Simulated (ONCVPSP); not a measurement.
Which change was made? (Sb, ONCV)

* Element: Sb (Z = 51)
* Generator: ONCVPSP 4.0.1
* Type: optimised norm-conserving Vanderbilt (ONCV)
* Functional: PBE
* Relativity: scalar-relativistic
* Frozen core: [Ar] 3d10
* Valence charge: 23
* Reference configuration: 4s2 4p6 4d10 5s2 5p3
* Partial waves: 4s+5s: rc 1.30 bohr, ncon 4, nbas 7, qcut 12.2 1/bohr, 2 projectors; 4p+5p: rc 1.30 bohr, ncon 3, nbas 7, qcut 10.2 1/bohr, 2 projectors; 4d: rc 0.95 bohr, ncon 4, nbas 7, qcut 8.7 1/bohr, 2 projectors, debl 0.4 Ha; f scattering state at 0.17 Ha: rc 1.35 bohr, ncon 4, nbas 9, qcut 8.5 1/bohr, 1 projector
* Local potential: polynomial inside 0.90 bohr (lpopt 5, dvloc0 0 Ha)
* Core correction: Teter function fitted to the true core (icmod 2), fcfact 0.55

In the d channel the program set the typed energies aside and used -1.231, 0.250 Ha.

Cutoffs, loose and tight: the cutoffs (Ha) at which the residual kinetic energy of the hardest occupied pseudo-wave falls to 1 and 0.1 mHa per electron. They do not see the model core or the augmentation charge, which bear on the density cutoff. Test errors are all-electron minus pseudo excitation energies from the reference, over the configurations 4s2 4p6 4d10 5s2 5p2; 4s2 4p6 4d10 5s2 5p1; 4s2 4p6 4d10 5s2 5p0; 4s1 4p6 4d10 5s2 5p3; variants that change the core or the reference have their own tests.

The base gives: outcome: generated, projector energies reset by the program; cutoff, loose: 86 Ha; cutoff, tight: 177 Ha; bound ghosts: none; GHOST(+) flags above zero: s; largest test error (meV): -124.

Task: After one change the result is: outcome: generated, projector energies reset by the program; cutoff, loose: 74 Ha; cutoff, tight: 140 Ha; bound ghosts: none; GHOST(+) flags above zero: s; largest test error (meV): -288. Which change was it?
A. d: rc 1.24
B. s: qcut 7.9
C. all radii but the core radius scaled by about 1.14 (s 1.48, p 1.48, d 1.08, f 1.54 bohr); local potential polynomial inside 1.02 bohr (lpopt 5, dvloc0 0 Ha)

Result: C. The others give: s: qcut 7.9 → outcome: generated, projector energies reset by the program; cutoff, loose: 86 Ha; cutoff, tight: 177 Ha; bound ghosts: none; GHOST(+) flags above zero: s; largest test error (meV): -362 | d: rc 1.24 → outcome: generated, projector energies reset by the program; cutoff, loose: 55 Ha; cutoff, tight: 107 Ha; bound ghosts: none; GHOST(+) flags above zero: s, d; largest test error (meV): -145.
